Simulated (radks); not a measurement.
Q: Rh XXXIII, 13 electrons, occupied as [Ne] 3s2 3p1. Method: Dirac Kohn-Sham, BLYP, spin-unpolarised, spherical densities, point nucleus; open shells fill j = l - 1/2 first; computed with a radial shooting solver on a logarithmic mesh with Libxc functionals. Some entries of the table are withheld. Estimate them.

| orbital | occ. | eigenvalue (eV) | <r> (bohr) | <1/r> (bohr^-1) |
|---|---|---|---|---|
| 1s1/2 | 2 | -24800.65 | 0.03261 | 47.07 |
| 2s1/2 | 2 | -5021.383 | 0.1393 | 10.96 |
| 2p1/2 | 2 | -4795.850 | 0.1182 | 10.91 |
| 2p3/2 | 4 | -4646.425 | 0.1228 | 10.32 |
| 3s1/2 | 2 | -1966.341 | 0.3405 | 4.406 |
| 3p1/2 | 1 | -1887.929 | (1) | 4.347 |
| 3p3/2 | 0 | -1851.187 | (2) | 4.196 |
| 3d3/2 | 0 | -1739.231 | 0.2905 | 4.067 |
| 3d5/2 | 0 | -1730.649 | 0.2926 | 4.028 |
| 4s1/2 | 0 | -1044.424 | 0.6439 | 2.307 |

A: 
(1) 3p1/2 <r> (bohr): 0.3251
(2) 3p3/2 <r> (bohr): 0.3321
